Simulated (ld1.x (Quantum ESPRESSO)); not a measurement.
## Configuration tests for V (Z = 23) (PAW)

ld1.x (Quantum ESPRESSO) 7.5 input, shortened:

```
&input
   title='V', zed=23., rel=1, dft='PZ', iswitch=3,
   config='[Ar] 3d3 4s2 4p0 4f-2'
 /
 &inputp
   pseudotype=3, lpaw=.true., tm=.true., lloc=-1, rcloc=1.80,
   nlcc=.true., new_core_ps=.true., rcore=0.75,
   which_augfun='BESSEL', rmatch_augfun=0.70
 /
7
4S  1  0   2.00   0.00  2.45  3.00  0.0
4S  1  0   0.00   1.90  2.45  3.00  0.0
3P  2  1   6.00   0.00  1.50  1.75  0.0
4P  3  1   0.00   0.00  1.50  1.75  0.0
3D  3  2   3.00   0.00  0.90  1.10  0.0
3D  3  2   0.00   2.30  0.90  1.10  0.0
4F  4  3  -2.00  -0.20  1.65  2.20  0.0
 &test
   configts(1)='3p6 3d3 4s2 4p0'
 /
```

Energies are relative to the spin-unpolarised reference configuration 3p6 3d3 4s2 4p0; without spin polarisation the order of configurations can differ from experiment. Spin-polarised rows fill each open shell by Hund’s rule, majority spin first.

```csv
valence configuration,charge,ΔE all-electron (eV),error AE − PS (meV)
3p6 3d3 4s1 4p0,+1,7.941,+29
3p6 3d3 4s0 4p0,+2,22.486,+68
3p6 3d3 4s1.5 4p0,+0.5,3.180,+8.3
3p6 3d1 4s0 4p0,+4,97.777,-377
3p6 3d3.5 4s1.5 4p0,0,0.028,+26
3p6 3d3 4s1 4p1,0,3.409,+18
3p6 3d3 4s2 4p0 (spin-polarised),0,-1.628,-0.3
3p6 3d3 4s1 4p0 (spin-polarised),+1,5.572,+31
```

**Question.** What are ΔE and the potential's error for 3p6 3d2 4s0 4p0?

**Answer.** ΔE = 51.645 eV all-electron; the error (AE − PS) is -46 meV.
